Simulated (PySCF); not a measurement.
Electron correlation in Be (beryllium, neutral)

[He] 2s2, closed-shell 1S. Computed with PySCF 2.14 in aug-cc-pCVQZ (9s8p6d4f2g, 109 functions), with the non-relativistic Hamiltonian (point nucleus). Frozen: nothing; 4 electrons correlated.

MP2 pair energies summed by pair of shells (mhartree):

| pair | energy | share (%) |
| --- | --- | --- |
| 1s-1s | -38.58 | 52.5 |
| 2s-2s | -29.67 | 40.4 |
| 1s-2s | -5.22 | 7.1 |

Total MP2 correlation energy: -73.48 mhartree.

Same-spin part -1.42 and opposite-spin part -72.06 mhartree; SCS-MP2 scales them by 1/3 and 6/5 to -86.95 mhartree.

MP2 falls well short for the outer s pair, which is nearly degenerate with np².
